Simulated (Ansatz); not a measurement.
Gas-phase electronic energies from Ansatz, PBE0-D4/def2-TZVP geometries. CCSD(T)/CBS is the MP2 limit (def2-TZVPP, def2-QZVPP) plus CCSD(T) − MP2 in def2-TZVPP, frozen cores. This one scheme is used for every species. DFT in def2-TZVPP. B3LYP here is the variant with VWN-RPA as its local correlation; programs differ in this. HSE06 is defined as in plane-wave codes. One conformer a species, not always the lowest.

`[OH][AlH][SiH2]O` + HCl → `[OH][AlH][Cl]` + silanol  (cleavage of the Al–Si bond)

`[OH][AlH][SiH2]O`:

Z-matrix (Å, degrees):
```
Si
Al 1 2.472
O 1 1.665 2 112.2
H 1 1.497 2 111.7 3 124.4
H 1 1.490 2 111.2 3 -116.9
O 2 1.701 1 118.2 3 8.0
H 2 1.584 1 126.4 3 -171.7
H 3 0.958 1 116.9 2 72.5
H 6 0.956 2 122.4 1 3.9
```

HCl:

```xyz
2

Cl    0.159   -0.083    0.614
H    -0.159    0.083   -0.614
```

`[OH][AlH][Cl]`:

Z-matrix (Å, degrees):
```
Al
O 1 1.684
Cl 1 2.096 2 119.8
H 1 1.563 2 119.3 3 180.0
H 2 0.956 1 124.3 3 0.0
```

`O[SiH3]`:

Z-matrix (Å, degrees):
```
Si
O 1 1.648
H 1 1.489 2 111.7
H 1 1.489 2 111.7 3 120.9
H 1 1.481 2 105.9 3 -119.6
H 2 0.957 1 117.9 3 -60.5
```

```
             level  ΔE (kJ/mol)  difference from CCSD(T)/CBS
       LDA (SPW92)       -162.0                         21.2
            PBE-D4       -161.1                         22.1
         revPBE-D4       -161.8                         21.4
         r2SCAN-D4       -182.7                          0.5
            B97M-V       -183.7                         -0.5
           PBE0-D4       -170.5                         12.7
          B3LYP-D4       -180.3                          2.9
        r2SCANh-D4       -184.3                         -1.1
        r2SCAN0-D4       -186.6                         -3.4
          HSE06-D4       -170.6                         12.6
          BHLYP-D4       -190.8                         -7.6
      CAM-B3LYP-D4       -185.4                         -2.2
           ωB97X-V       -181.7                          1.5
           ωB97M-V       -188.3                         -5.1
            B2PLYP       -188.0                         -4.8
          PBE-QIDH       -184.5                         -1.3
               PBE       -162.8                         20.4
            revPBE       -163.0                         20.2
              BLYP       -176.3                          6.9
            r2SCAN       -183.4                         -0.2
              PBE0       -172.3                         10.9
           r2SCANh       -185.1                         -1.9
             BHLYP       -194.0                        -10.8
         CAM-B3LYP       -187.4                         -4.2
           LC-ωPBE       -178.9                          4.3
RPA@PBE/def2-TZVPP       -175.5                          7.7
       HF/def2-SVP       -209.7                        -26.5
      MP2/def2-SVP       -199.9                        -16.7
     CCSD/def2-SVP       -191.4                         -8.2
  CCSD(T)/def2-SVP       -189.2                         -6.0
     HF/def2-TZVPP       -206.3                        -23.1
SCS-MP2/def2-TZVPP       -192.7                         -9.5
   CCSD/def2-TZVPP       -184.2                         -1.0
CCSD(T)/def2-TZVPP       -181.6                          1.6
     HF/def2-QZVPP       -206.3                        -23.1
    MP2/def2-QZVPP       -194.5                        -11.3
SCS-MP2/def2-QZVPP       -193.8                        -10.6
      HF/CBS(def2)       -206.3                        -23.1
     MP2/CBS(def2)       -195.2                        -12.0
    CCSD/CBS(def2)       -185.8                         -2.6
       CCSD(T)/CBS       -183.2                            0
```

Largest T1 diagnostic among the species: 0.013.

From BLYP to BHLYP (50 % exact exchange), in def2-TZVPP and without D4, ΔE moves by −17.7 kJ/mol. Leaving LDA and LC-ωPBE aside and taking each functional with its dispersion term where it has one, the values spread over 29.7 kJ/mol, from BHLYP-D4 to PBE-D4. In def2-TZVPP, CCSD(T) changes the Hartree–Fock value by +24.7 kJ/mol (the triples alone add +2.6 kJ/mol) and MP2 by +12.7 kJ/mol.
